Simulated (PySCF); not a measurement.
## Stationary points of ClHfN

Level of theory: PBE0/[Hf def2-TZVP with ECP60, N def2-TZVP, Cl def2-TZVP], scalar-relativistic core potentials, density fitting, no spin–orbit coupling, PySCF.

Relaxations began from a few typed shapes. The search is not exhaustive: other isomers or separated fragments can lie lower, and high-lying points may rest on an excited occupation.

```json
{"spin": "singlet", "group": "Cs", "bonds": "Hf–Cl 2.380 Å, Hf–N 1.725 Å", "angles": "Cl–Hf–N 108.8°", "imaginary modes (cm⁻¹)": "none", "ΔE (kJ/mol)": "0.0", "ΔE with ZPE (kJ/mol)": "0.0"}
{"spin": "singlet", "group": "Cs", "bonds": "Hf–Cl 2.380 Å, Hf–N 1.725 Å", "angles": "Cl–Hf–N 108.8°", "imaginary modes (cm⁻¹)": "none", "ΔE (kJ/mol)": "0.2", "ΔE with ZPE (kJ/mol)": "0.1"}
{"spin": "singlet", "group": "C∞v", "bonds": "Hf–Cl 2.498 Å, Hf–N 1.709 Å", "angles": "Cl–Hf–N 180.0°", "imaginary modes (cm⁻¹)": "141i, 141i", "ΔE (kJ/mol)": "78.3", "ΔE with ZPE (kJ/mol)": "–"}
```

The lowest minimum found is the singlet Cs: Hf–Cl 2.380 Å, Hf–N 1.725 Å; Cl–Hf–N 108.8°.

Formally Hf is in oxidation state +4, d0. The polar-tensor charge on Hf, 1.31, is far below the formal one.

For the lowest minimum: with an element this heavy the missing spin–orbit coupling can shift these numbers.
